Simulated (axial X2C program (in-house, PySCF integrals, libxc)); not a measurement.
# Low determinants of Ti⁺

Computed with an in-house all-electron X2C program for linear molecules (integrals from PySCF), basis dyall-cv3z (cores contracted in-house), spin-free (one-electron X2C) and two-component (2c, atomic mean-field Coulomb and Gaunt terms). Energies in eV from the lowest row of each column (rows without correlated energies are left out; n/a marks j-coupled starts, which PBE0 does not hold); electrons by l are Mulliken totals of the Hartree–Fock solution, and PBE0 can relax to another configuration under the same block occupation. Coupled cluster uses truncated natural virtuals with an MP2 remainder. Frozen shells in the correlated columns: 2 s, 1 p.

Spin-free determinants:

```csv
electrons by l,"M_S, M_L",HF,MP2,CCSD(T),PBE0
s7 p12 d2,"3/2, 3",0.08,0.00,0.00,0.30
s7 p12 d2,"3/2, 2",0.00,0.05,0.00,0.10
s7 p12 d2,"3/2, 0",0.25,0.29,0.17,0.13
s6.1 p12 d2.9,"3/2, 3",0.73,0.13,0.24,0.09
s6 p12 d3,"3/2, 2",0.65,0.20,0.27,0.00
s6 p12 d3,"3/2, 0",0.85,0.41,0.43,0.05
```

Two-component determinants:

```tsv
electrons by l	2M_J	HF	MP2	CCSD(T)	PBE0
s7 p12 d2	1	0.00	0.01	0.00	0.10
s7 p12 d2	7	0.03	0.04	0.03	0.13
s7 p12 d2	9	0.11	0.00	0.03	0.35
s7 p12 d2	3	0.26	0.27	0.19	0.15
s6.1 p12 d2.9	3	0.72	0.08	0.23	0.09
s6 p12 d3	1	0.64	0.16	0.27	0.00
s6 p12 d3	7	0.66	0.18	0.29	0.02
s7 p12 d2	5	0.58	0.42	0.36	0.72
```

Ground level as tabulated from the NIST Atomic Spectra Database (leading term): 2S+1 = 4, L = 3, J = 3/2.

Single determinants need not be terms or J levels, so several rows can belong to one term; PBE0 has no current term and treats spin collinearly, and Hartree–Fock breaks spherical symmetry, which spreads rows that should be degenerate. The search is wide but not exhaustive and can miss a configuration; gaps between s and d configurations can be off by some tenths of an eV with this basis and core.

The run took 2.3 min on 1 thread of Intel(R) Xeon(R) Processor @ 2.30GHz (shared host).
